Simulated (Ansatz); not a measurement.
Zn(OH)2 (ZnO2H2). Charge 0, multiplicity 1. Geometry r2SCAN-D4/def2-TZVP, basis def2-TZVP, Ansatz.

```xyz
5

Zn    0.110    0.073   -0.108
O     0.422    1.427    0.975
H     0.526    1.175    1.898
O    -0.074   -1.196   -1.315
H    -0.984   -1.479   -1.450
```

| run | HOMO (eV) | LUMO (eV) |
| --- | --- | --- |
| A | -10.90 | 0.55 |
| B | -7.08 | -1.60 |
| C | -7.14 | -1.85 |
| D | -8.41 | -1.05 |
| E | -6.76 | -1.94 |
| F | -11.32 | 1.06 |

LC-ωPBE has ω = 0.4 bohr⁻¹.

Problem. The runs used B97M-V, LC-ωPBE, PBE, PBE0, r2SCAN, ωB97M-V. Estimate which is which.

Solution. A ωB97M-V (range-separated); B r2SCAN (0 % exact exchange); C B97M-V (0 % exact exchange); D PBE0 (25 % exact exchange); E PBE (0 % exact exchange); F LC-ωPBE (range-separated). Exact exchange lowers occupied and raises empty levels; among semilocal functionals meta-GGAs tend to open the gap a little, and such runs are hard to tell apart. The gap grows from 4.82 eV (PBE) to 12.37 eV (LC-ωPBE).
